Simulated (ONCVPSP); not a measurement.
**Before and after: ONCV potential for W (Z = 74)**

* Element: W (Z = 74)
* Generator: ONCVPSP 4.0.1
* Type: optimised norm-conserving Vanderbilt (ONCV)
* Functional: PBEsol
* Relativity: scalar-relativistic
* Frozen core: [Kr] 4d10
* Valence charge: 28
* Reference configuration: 4f14 5s2 5p6 5d4 6s1.75 6p0.25
* Partial waves: 5s+6s: rc 1.40 bohr, ncon 3, nbas 6, qcut 6.7 1/bohr, 2 projectors; 5p+6p: rc 1.80 bohr, ncon 5, nbas 9, qcut 9.5 1/bohr, 2 projectors; 5d: rc 2.40 bohr, ncon 4, nbas 9, qcut 5.4 1/bohr, 2 projectors, debl 0.4 Ha; 4f: rc 1.10 bohr, ncon 4, nbas 8, qcut 16.8 1/bohr, 2 projectors, debl 2 Ha
* Local potential: polynomial inside 0.85 bohr (lpopt 5, dvloc0 6 Ha)
* Core correction: Teter function, fcfact 4.25, rcfact 1.6

Change: s: qcut 5.3; p: qcut 7.6; d: qcut 4.3; f: qcut 13.4.

Cutoffs: the cutoffs (Ha) at which the residual kinetic energy of the hardest occupied pseudo-wave falls to 1 and 0.1 mHa per electron; they do not see the model core or the augmentation charge, which bear on the density cutoff. Errors are all-electron minus pseudo energies relative to the spin-unpolarised reference configuration.

Problem. What does the change do?

Solution. The potential gets harder (117 Ha and 128 Ha → 121 Ha and 229 Ha); both files keep a bound ghost (s); of the 3 tests that both files solve, the error grows in 0 and shrinks in 1 by more than 15 % and 0.3 meV (median size 2.6 → 2.0 meV).

| quantity | base | changed |
| --- | --- | --- |
| cutoff, loose | 117 Ha | 121 Ha |
| cutoff, tight | 128 Ha | 229 Ha |
| loose cutoff by channel | s 20 Ha, p 29 Ha, d 11 Ha, f 117 Ha | s 44 Ha, p 21 Ha, d 13 Ha, f 121 Ha |
| bound ghosts | s | s |
| GHOST(+) flags under 300 eV | d at 166.7 eV, p at 210.5 eV | p at 188.4 eV, d at 210.2 eV |
| tests with a reliable result | 3 of 4 | 3 of 4 |
| error for 4f14 5s2 5p6 5d4 6s2 6p0, meV [ΔE -1.11 eV] | +0.3 | +0.3 |
| error for 4f14 5s2 5p6 5d4 6s1 6p0, meV [ΔE 7.81 eV] | -2.6 | -2.0 |
| error for 4f14 5s2 5p6 5d4 6s0 6p0, meV [ΔE 23.51 eV] | -8.1 | -7.1 |
| s: phases at 1.42 bohr within 0.05 rad from the reference energy up to (Ha; the scan ends near 5) | to the end of the scan | n/a |
| p: phases at 1.83 bohr within 0.05 rad from the reference energy up to (Ha; the scan ends near 5) | to the end of the scan | to the end of the scan |
| d: phases at 2.44 bohr within 0.05 rad from the reference energy up to (Ha; the scan ends near 5) | to the end of the scan | to the end of the scan |
| f: phases at 1.12 bohr within 0.05 rad from the reference energy up to (Ha; the scan ends near 5) | to the end of the scan | to the end of the scan |
| rms error of d²Exc/dni dnj with the model core, mHa | 1.08 | 1.54 |

 A true bound ghost makes a file unfit for plane-wave use even where its test errors are small: the radial tests pick states by their node count and pass the ghost by.
